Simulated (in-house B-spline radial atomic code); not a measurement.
Atomic self-consistent-field run: the silver ion Ag⁺. Method: non-relativistic LDA VWN5, spherical fractional occupations, point nucleus, inside a hard spherical wall at 2.04 bohr. Calculated with a B-spline radial code for spherical atoms.

Command:
```bash
python run_scf.py task.json out
```
Settings:
```
Z                47
configuration    [Kr] 4d9 4f1
hamiltonian      nr
method           lda,vwn
spin_polarised   False
wall_radius      2.04
```

Output (hartree, bohr):
```
 radial grid: 41 intervals, B-splines of order 8, outer radius 2.04 bohr

 iter        energy (Eh)    residual
    1       -5186.249204    4.61e-01
    2       -5186.724075    1.24e-01
    3       -5186.817097    2.98e-02
    4       -5186.821618    9.10e-03
    5       -5186.822061    3.20e-03
    6       -5186.822113    3.23e-04
    7       -5186.822114    5.30e-05
    8       -5186.822114    4.12e-07

 total energy                     -5186.82211
 kinetic                            5216.9638
 electron-nucleus                 -12441.3674
 Hartree                            2181.0520
 exchange-correlation               -143.4705

 orbital      occ     eigenvalue          <r>       <r^2>       <1/r>       r_max
 1s         2.000      -898.9467    0.0324196  0.00140599     46.4352     0.02146
 2s         2.000      -128.4800     0.140646   0.0232384     10.5597      0.1192
 2p         6.000      -119.5293      0.12009   0.0175509     10.5697     0.09339
 3s         2.000       -22.4157     0.382739    0.167408     3.74689      0.3454
 3p         6.000       -18.8015     0.374647    0.162894     3.66654      0.3318
 3d        10.000       -12.0857     0.347363    0.143822     3.51364      0.2744
 4s         2.000        -2.3379     0.939424    0.985503     1.43879      0.8629
 4p         6.000        -1.1944      0.98214     1.07668     1.35031      0.9047
 4d         9.000         0.7639      1.06419     1.25782     1.19155       1.017
 4f         1.000         2.9918      1.15384     1.44585    0.969187       1.192
```

Run time, properties included: 0.06 s on 1 thread of Arm Neoverse V2, with other jobs on the host.
